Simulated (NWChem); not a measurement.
System: BCl cation, doublet

Output (shortened):

```
             Northwest Computational Chemistry Package (NWChem) 7.3.0
             --------------------------------------------------------

 ORDER OF PRIMARY AXIS IS BEING SET TO 4
 C4V symmetry detected

                             Geometry "geometry" -> ""
                             -------------------------

 Output coordinates in angstroms (scale by  1.889725989 to convert to a.u.)

  No.       Tag          Charge          X              Y              Z
 ---- ---------------- ---------- -------------- -------------- --------------
    1 B                    5.0000     0.00000000     0.00000000    -1.23919800
    2 Cl                  17.0000     0.00000000     0.00000000     0.36447000

 Effective nuclear repulsion energy (a.u.)      28.0482407612

      Symmetry information
      --------------------

 Group name             C4v
 Group number             18
 Group order               8
 No. of unique centers     2

                                 NWChem DFT Module
                                 -----------------

 Summary of "ao basis" -> "ao basis" (spherical)
 ------------------------------------------------------------------------------
       Tag                 Description            Shells   Functions and Types
 ---------------- ------------------------------  ------  ---------------------
 B                           6-31g*                  6       14   3s2p1d
 Cl                          6-31g*                  8       18   4s3p1d

      Symmetry analysis of basis
      --------------------------

        a1         14
        a2          0
        b1          2
        b2          2
        e          14

            General Information
            -------------------
          SCF calculation type: DFT
          Wavefunction type:  spin polarized.
          No. of atoms     :     2
          No. of electrons :    21
           Alpha electrons :    11
            Beta electrons :    10
          Charge           :     1
          Spin multiplicity:     2
          Use of symmetry is: on ; symmetry adaption is: on
          Maximum number of iterations: 150
          AO basis - number of functions:    32
                     number of shells:    14
          Convergence on energy requested:  1.00D-06
          Convergence on density requested:  1.00D-05
          Convergence on gradient requested:  5.00D-04

              XC Information
              --------------
                    Becke 1988 Exchange Functional  1.000
              Lee-Yang-Parr Correlation Functional  1.000

             Grid Information
             ----------------
          Grid used for XC integration:  xfine
          Radial quadrature: Mura-Knowles
          Angular quadrature: Lebedev.
          Tag              B.-S. Rad. Rad. Pts. Rad. Cut. Ang. Pts.
          ---              ---------- --------- --------- ---------
          B                   0.85      100           7.0      1454
          Cl                  1.00      125           7.0      1454
          Grid pruning is: on
          Number of quadrature shells:   225
          Spatial weights used:  Erf1

      Superposition of Atomic Density Guess
      -------------------------------------

 Sum of atomic energies:        -483.97667121

 Renormalizing density from      22.00 to     21

      Non-variational initial energy
      ------------------------------

 Total energy =    -470.252400
 1-e energy   =    -690.119848
 2-e energy   =     191.819207
 HOMO         =      -0.587463
 LUMO         =      -0.293726

   Symmetry analysis of molecular orbitals - initial alpha
   -------------------------------------------------------

 !! scf_movecs_sym_adapt:    4 vectors were symmetry contaminated

  Symmetry fudging
  Numbering of irreducible representations:

     1 a1          2 a2          3 b1          4 b2          5 e

  Orbital symmetries:

     1 a1          2 a1          3 a1          4 e           5 e
     6 a1          7 a1          8 a1          9 e          10 e
    11 a1         12 e          13 e          14 a1         15 a1
    16 e          17 e          18 a1         19 e          20 e
    21 a1

   Symmetry analysis of molecular orbitals - initial beta
   ------------------------------------------------------

 !! scf_movecs_sym_adapt:    4 vectors were symmetry contaminated

  Symmetry fudging
  Numbering of irreducible representations:

     1 a1          2 a2          3 b1          4 b2          5 e

  Orbital symmetries:

     1 a1          2 a1          3 a1          4 e           5 e
     6 a1          7 a1          8 a1          9 e          10 e
    11 a1         12 e          13 e          14 a1         15 a1
    16 e          17 e          18 a1         19 e          20 e
    21 a1

   convergence    iter        energy       DeltaE   RMS-Dens  Diis-err
 ---------------- ----- ----------------- --------- --------- ---------
 d= 0,ls=0.0,diis     1   -484.3177087920 -5.12D+02  5.98D-02  4.99D-01
                                                     5.48D-02  4.54D-01
 d= 0,ls=0.0,diis     2   -480.9996491472  3.32D+00  4.28D-02  4.51D+00
                                                     4.43D-02  5.35D+00
 d= 0,ls=0.0,diis     3   -484.5848002536 -3.59D+00  7.39D-03  1.11D-02
                                                     4.53D-03  7.38D-03
 d= 0,ls=0.0,diis     4   -484.5897450910 -4.94D-03  1.67D-03  4.12D-03
                                                     1.62D-03  4.10D-03
 d= 0,ls=0.0,diis     5   -484.5926583216 -2.91D-03  2.83D-04  9.27D-05
                                                     1.99D-04  7.67D-05
  Resetting Diis
 d= 0,ls=0.0,diis     6   -484.5927072067 -4.89D-05  4.99D-05  2.96D-06
                                                     6.65D-05  4.21D-06
 d= 0,ls=0.0,diis     7   -484.5927098242 -2.62D-06  1.46D-05  3.86D-08
                                                     8.23D-06  1.76D-08
 d= 0,ls=0.0,diis     8   -484.5927098279 -3.63D-09  7.20D-06  3.20D-08
                                                     7.55D-06  4.14D-08

         Total DFT energy =     -484.592709827873
      One electron energy =     -716.190507593734
           Coulomb energy =      235.496936128547
    Exchange-Corr. energy =      -31.947379123850
 Nuclear repulsion energy =       28.048240761164

 Numeric. integr. density =       21.000000004041

                  Occupations of the irreducible representations
                  ----------------------------------------------

                     irrep           alpha         beta
                     --------     --------     --------
                     a1                7.0          6.0
                     a2                0.0          0.0
                     b1                0.0          0.0
                     b2                0.0          0.0
                     e                 4.0          4.0

                    DFT Final Alpha Molecular Orbital Analysis
                    ------------------------------------------

 Vector    9  Occ=1.000000D+00  E=-6.387095D-01  Symmetry=e
              MO Center=  4.8D-16, -6.0D-16,  7.2D-02, r^2= 1.3D+00
   Bfn.  Coefficient  Atom+Function         Bfn.  Coefficient  Atom+Function
  ----- ------------  ---------------      ----- ------------  ---------------
    22      0.682397  2 Cl py                18     -0.263023  2 Cl py
    26      0.261013  2 Cl py                 4      0.251211  1 B  py
    21     -0.191297  2 Cl px                 8      0.078778  1 B  py
    17      0.073734  2 Cl px                25     -0.073170  2 Cl px
     3     -0.070422  1 B  px                29     -0.039604  2 Cl d -1

 Vector   10  Occ=1.000000D+00  E=-6.387095D-01  Symmetry=e
              MO Center= -2.0D-15, -3.2D-15,  7.2D-02, r^2= 1.3D+00
   Bfn.  Coefficient  Atom+Function         Bfn.  Coefficient  Atom+Function
  ----- ------------  ---------------      ----- ------------  ---------------
    21      0.682397  2 Cl px                17     -0.263023  2 Cl px
    25      0.261013  2 Cl px                 3      0.251211  1 B  px
    22      0.191297  2 Cl py                 7      0.078778  1 B  px
    18     -0.073734  2 Cl py                26      0.073170  2 Cl py
     4      0.070422  1 B  py                31      0.039604  2 Cl d  1

 Vector   11  Occ=1.000000D+00  E=-5.805712D-01  Symmetry=a1
              MO Center=  9.8D-16, -1.9D-14, -1.5D+00, r^2= 1.4D+00
   Bfn.  Coefficient  Atom+Function         Bfn.  Coefficient  Atom+Function
  ----- ------------  ---------------      ----- ------------  ---------------
     6     -0.502346  1 B  s                  5      0.474752  1 B  pz
     2     -0.352511  1 B  s                 23     -0.316374  2 Cl pz
     1      0.164138  1 B  s                 19      0.121914  2 Cl pz
     9      0.111295  1 B  pz                27     -0.109661  2 Cl pz
    20      0.051489  2 Cl s

 Vector   12  Occ=0.000000D+00  E=-4.038963D-01  Symmetry=e
              MO Center=  1.2D-14,  3.2D-14, -9.3D-01, r^2= 1.8D+00
   Bfn.  Coefficient  Atom+Function         Bfn.  Coefficient  Atom+Function
  ----- ------------  ---------------      ----- ------------  ---------------
     3      0.598343  1 B  px                 7      0.382855  1 B  px
    21     -0.345142  2 Cl px                 4      0.297892  1 B  py
    25     -0.250182  2 Cl px                 8      0.190609  1 B  py
    22     -0.171833  2 Cl py                17      0.125888  2 Cl px
    26     -0.124556  2 Cl py                31      0.071572  2 Cl d  1

 Vector   13  Occ=0.000000D+00  E=-4.038963D-01  Symmetry=e
              MO Center=  4.8D-16, -1.1D-15, -9.3D-01, r^2= 1.8D+00
   Bfn.  Coefficient  Atom+Function         Bfn.  Coefficient  Atom+Function
  ----- ------------  ---------------      ----- ------------  ---------------
     4      0.598343  1 B  py                 8      0.382855  1 B  py
    22     -0.345142  2 Cl py                 3     -0.297892  1 B  px
    26     -0.250182  2 Cl py                 7     -0.190609  1 B  px
    21      0.171833  2 Cl px                18      0.125888  2 Cl py
    25      0.124556  2 Cl px                29     -0.071572  2 Cl d -1

 Vector   14  Occ=0.000000D+00  E=-1.733837D-01  Symmetry=a1
              MO Center=  1.1D-14, -2.4D-13, -2.1D-01, r^2= 2.8D+00
   Bfn.  Coefficient  Atom+Function         Bfn.  Coefficient  Atom+Function
  ----- ------------  ---------------      ----- ------------  ---------------
     6      1.646787  1 B  s                 24     -1.511724  2 Cl s
    27      1.319488  2 Cl pz                 9      1.179097  1 B  pz
     5      0.588767  1 B  pz                23      0.373051  2 Cl pz
    20     -0.295303  2 Cl s                  2      0.225842  1 B  s
    30      0.199261  2 Cl d  0              16      0.144627  2 Cl s

                     DFT Final Beta Molecular Orbital Analysis
                     -----------------------------------------

 Vector    8  Occ=1.000000D+00  E=-7.521490D-01  Symmetry=a1
              MO Center=  1.5D-16,  2.3D-16,  2.3D-01, r^2= 1.2D+00
   Bfn.  Coefficient  Atom+Function         Bfn.  Coefficient  Atom+Function
  ----- ------------  ---------------      ----- ------------  ---------------
    23      0.591473  2 Cl pz                20      0.318363  2 Cl s
     2     -0.280692  1 B  s                 24      0.253313  2 Cl s
    19     -0.238497  2 Cl pz                 5     -0.210861  1 B  pz
     6     -0.202263  1 B  s                 16     -0.146092  2 Cl s
     1      0.132553  1 B  s                 27      0.116259  2 Cl pz

 Vector    9  Occ=1.000000D+00  E=-6.361849D-01  Symmetry=e
              MO Center= -2.3D-16, -3.0D-16,  1.3D-01, r^2= 1.2D+00
   Bfn.  Coefficient  Atom+Function         Bfn.  Coefficient  Atom+Function
  ----- ------------  ---------------      ----- ------------  ---------------
    22      0.581318  2 Cl py                21     -0.432701  2 Cl px
    26      0.227473  2 Cl py                18     -0.223938  2 Cl py
     4      0.177919  1 B  py                25     -0.169319  2 Cl px
    17      0.166687  2 Cl px                 3     -0.132433  1 B  px
     8      0.053635  1 B  py                 7     -0.039923  1 B  px

 Vector   10  Occ=1.000000D+00  E=-6.361849D-01  Symmetry=e
              MO Center= -1.5D-14, -1.1D-14,  1.3D-01, r^2= 1.2D+00
   Bfn.  Coefficient  Atom+Function         Bfn.  Coefficient  Atom+Function
  ----- ------------  ---------------      ----- ------------  ---------------
    21      0.581318  2 Cl px                22      0.432701  2 Cl py
    25      0.227473  2 Cl px                17     -0.223938  2 Cl px
     3      0.177919  1 B  px                26      0.169319  2 Cl py
    18     -0.166687  2 Cl py                 4      0.132433  1 B  py
     7      0.053635  1 B  px                 8      0.039923  1 B  py

 Vector   11  Occ=0.000000D+00  E=-4.705190D-01  Symmetry=a1
              MO Center=  9.7D-16,  1.5D-15, -1.4D+00, r^2= 1.5D+00
   Bfn.  Coefficient  Atom+Function         Bfn.  Coefficient  Atom+Function
  ----- ------------  ---------------      ----- ------------  ---------------
     6      0.761595  1 B  s                  5     -0.347650  1 B  pz
    23      0.322162  2 Cl pz                 2      0.297582  1 B  s
    27      0.191184  2 Cl pz                 1     -0.183210  1 B  s
    20     -0.127087  2 Cl s                 24     -0.123791  2 Cl s
    19     -0.119715  2 Cl pz                12     -0.045400  1 B  d  0

 Vector   12  Occ=0.000000D+00  E=-3.657475D-01  Symmetry=e
              MO Center=  4.4D-17, -1.2D-16, -9.5D-01, r^2= 1.8D+00
   Bfn.  Coefficient  Atom+Function         Bfn.  Coefficient  Atom+Function
  ----- ------------  ---------------      ----- ------------  ---------------
     3      0.653132  1 B  px                 7      0.458271  1 B  px
    21     -0.361401  2 Cl px                25     -0.268384  2 Cl px
    17      0.130122  2 Cl px                31      0.094169  2 Cl d  1
     4     -0.040823  1 B  py                13     -0.038471  1 B  d  1
     8     -0.028643  1 B  py

 Vector   13  Occ=0.000000D+00  E=-3.657475D-01  Symmetry=e
              MO Center= -4.5D-15,  1.7D-14, -9.5D-01, r^2= 1.8D+00
   Bfn.  Coefficient  Atom+Function         Bfn.  Coefficient  Atom+Function
  ----- ------------  ---------------      ----- ------------  ---------------
     4      0.653132  1 B  py                 8      0.458271  1 B  py
    22     -0.361401  2 Cl py                26     -0.268384  2 Cl py
    18      0.130122  2 Cl py                29     -0.094169  2 Cl d -1
     3      0.040823  1 B  px                11      0.038471  1 B  d -1
     7      0.028643  1 B  px

   alpha - beta orbital overlaps
   -----------------------------

   alpha      1      2      3      4      5      6      7      8      9     10
    beta      1      2      3      5      4      6      7      8      9     10
 overlap   1.000  1.000  1.000  0.972  0.972  1.000  1.000  0.996  0.932  0.932

   alpha     11     12     13     14     15     16     17     18     19     20
    beta     11     12     13     14     15     16     17     18     19     21
 overlap   0.986  0.863  0.863  0.989  0.994  0.994  0.994  0.824  0.820  0.899

   alpha     21     22     23     24     25     26     27     28     29     30
    beta     20     24     23     22     25     26     27     28     29     31
 overlap   0.899  0.919  0.919  1.000  1.000  1.000  0.997  1.000  1.000  0.816

   alpha     31     32
    beta     30     32
 overlap   0.816  0.998

[...]

                         DFT ENERGY GRADIENTS

    atom               coordinates                        gradient
                 x          y          z           x          y          z
   1 B       0.000000   0.000000  -2.341745    0.000000   0.000000   0.012953
   2 Cl      0.000000   0.000000   0.688748    0.000000   0.000000  -0.012953
```

Level: BLYP/6-31G* (spherical d), spin-unrestricted. The geometry was optimised at PBE0/def2-SVP, spin-unrestricted. No stability test was run on the SCF state.

Task: Which NWChem input produces such a log?

Result: Several could match; the one computed here: the input that was run:
```
start job
memory heap 200 mb stack 900 mb global 1100 mb
charge 1
geometry units angstroms noautoz
  B      0.000000     0.000000    -1.213359
  Cl     0.000000     0.000000     0.390309
end
basis spherical
  B library 6-31g*
  Cl library 6-31g*
end
dft
  odft
  mult 2
  xc becke88 lyp
  iterations 150
  grid xfine
end
task dft gradient
```
